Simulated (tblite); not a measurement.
C7H10F2O2.
SMILES with atom numbers: `[CH3:1][O:2][C@@H:3]1[C@H:4]([F:5])[C:6](=[O:7])[CH2:8][CH2:9][C@@H:10]1[F:11]` (hydrogens: H12, H13, H14 on C1; H15 on C3; H16 on C4; H17, H18 on C8; H19, H20 on C9; H21 on C10)

Structure used (GFN2-xTB), in Å, numbered top down from 1:
```xyz
21
C7H10F2O2 angstrom
C      2.307   -0.987   -0.935
O      1.202   -0.107   -0.961
C      0.807    0.404    0.282
C      0.035   -0.620    1.146
F      0.867   -1.617    1.589
C     -1.130   -1.176    0.331
O     -1.270   -2.337    0.076
C     -2.075   -0.076   -0.106
C     -1.332    1.046   -0.836
C     -0.172    1.557    0.010
F      0.481    2.570   -0.650
H      2.599   -1.122   -1.974
H      3.141   -0.553   -0.373
H      2.043   -1.954   -0.500
H      1.684    0.761    0.845
H     -0.348   -0.125    2.049
H     -2.839   -0.506   -0.753
H     -2.562    0.323    0.788
H     -0.916    0.673   -1.772
H     -2.013    1.868   -1.060
H     -0.517    1.994    0.958
```

Computed values, GFN2-xTB/tblite, gas phase, harmonic and unscaled. This tight-binding method is rough: wavenumbers can miss measured ones by several per cent, in bad cases by 10 to 20. One conformer, not necessarily the lowest.

Harmonic wavenumbers (cm⁻¹): 45.8, 82.7, 100.0, 172.8, 205.3, 210.2, 222.1, 245.3, 316.1, 338.9, 359.2, 410.8, 477.7, 535.2, 600.6, 623.3, 731.4, 801.0, 865.1, 910.5, 930.4, 1004.7, 1009.5, 1044.1, 1050.6, 1087.5, 1091.4, 1111.6, 1123.0, 1135.0, 1141.2, 1168.3, 1187.0, 1212.6, 1236.2, 1277.5, 1295.5, 1295.9, 1307.9, 1320.8, 1340.7, 1408.7, 1451.6, 1465.4, 1468.7, 1480.9, 1806.8, 2851.5, 2893.3, 2903.4, 2935.0, 2957.2, 2967.7, 3000.3, 3012.7, 3017.5, 3032.5.

A = 1390, B = 1062, C = 771.1 MHz; mass 164.065 u (most abundant isotopes); point group C1, symmetry number 1.

Problem. What is the zero-point energy?

Solution. Half the sum of the wavenumbers: 35639 cm⁻¹ = 101.90 kcal/mol.

Problem. Give the ideal-gas entropy at 350 K and 1 bar in the rigid-rotor, harmonic-oscillator model (classical rotation).

Solution. Translation 42.02, rotation 30.50, vibration 37.14: S = 109.7 cal/(mol K).

Problem. And Cp and H(350 K) − H(0)?

Solution. Cp = 47.79 cal/(mol K), of which vibrations give 39.84 (their classical limit is 57 R = 113.3); H(350 K) − H(0) = 9.72 kcal/mol without the zero-point energy, 6.94 from vibrations.

Problem. Which modes carry the vibrational entropy at 350 K?

Solution. 45.8 cm⁻¹: 5.31; 82.7 cm⁻¹: 4.14; 100.0 cm⁻¹: 3.77; 172.8 cm⁻¹: 2.71; 205.3 cm⁻¹: 2.38; 210.2 cm⁻¹: 2.34 cal/(mol K); the other 51 give 16.49 together.

Problem. Blend soft modes into free rotors: weight 1/[1 + (100 cm⁻¹/ν̃)⁴] for the oscillator and the rest for a rotor with moment μB/(μ + B), μ = h/(8π²ν), B = 10⁻⁴⁴ kg m². What vibrational entropy results?

Solution. 34.65 cal/(mol K) in place of 37.14, which changes −T·S at 350 K by +0.87 kcal/mol.

Problem. How do the functions run with temperature in this model?

Solution. 
| T (K) | S (cal/(mol K)) | Cp (cal/(mol K)) | H − H(0) (kcal/mol) | G − H(0) (kcal/mol) | ln q(vib) |
| --- | --- | --- | --- | --- | --- |
| 50 | 60.0 | 12.9 | 0.49 | -2.50 | 0.48 |
| 100 | 71.0 | 19.7 | 1.31 | -5.79 | 1.65 |
| 298.15 | 102.5 | 41.8 | 7.40 | -23.15 | 7.23 |
| 373.15 | 112.8 | 50.4 | 10.86 | -31.23 | 9.37 |
| 500 | 129.4 | 63.5 | 18.11 | -46.60 | 12.99 |
| 750 | 158.9 | 81.5 | 36.42 | -82.74 | 19.97 |
| 1000 | 184.0 | 92.8 | 58.30 | -125.68 | 26.55 |

q(vib) and H(0) count from the zero-point level.

Hindered rotation and anharmonicity are outside this model. Other conformers, if any are populated, would add a mixing term that is left out. The structure is chiral; the term R ln 2 for an equal mix with its mirror image is left out.

Hardware: Arm Neoverse V1, one thread, no GPU, shared host with 32 logical CPUs at a one-minute load of 24. Cost: 0.92 s wall. This covers the Hessian and the dipole derivatives.
